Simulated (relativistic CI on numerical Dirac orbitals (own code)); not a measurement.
**Rh⁶⁺: 4p photoemission**

Computed with this model: Dirac-Coulomb-Breit CI, KLI orbitals optimised for each configuration, QED by a radiative potential, valence Slater integrals scaled by 0.8, multiplet model of photoemission in the sudden approximation; configurations [Kr] 4d3 → [Ar] 3d10 4s2 4p5 4d3; 300 K; Lorentzian 1.68 eV and Gaussian 0.6 eV FWHM. Energies are those of the free ion, without screening or charge transfer. The energies are binding energies and can lie tens of eV above those of solids. S is read from ⟨S²⟩ = S(S + 1).

free ion: ground-state S = 1.48, centroid 148.72 eV. Peaks (eV, height): 143.8 (100), 147.8 (71), 154.0 (10), 160.6 (23), 164.4 (21).

Strongest unbroadened transitions for free ion:

| Energy (eV) | Relative strength |
| --- | --- |
| 143.41 | 50.1 |
| 143.45 | 25.2 |
| 143.46 | 27.7 |
| 143.53 | 75.4 |
| 143.65 | 26.9 |
| 144.72 | 27.1 |
| 144.73 | 51.7 |
| 144.77 | 46.6 |
| 146.04 | 59.3 |
| 146.37 | 37.6 |
| 147.80 | 15.6 |
| 147.82 | 100.0 |
| 149.23 | 9.6 |
| 149.36 | 11.9 |
| 160.13 | 31.7 |
| 160.97 | 29.3 |
| 164.00 | 12.0 |
| 164.64 | 34.0 |
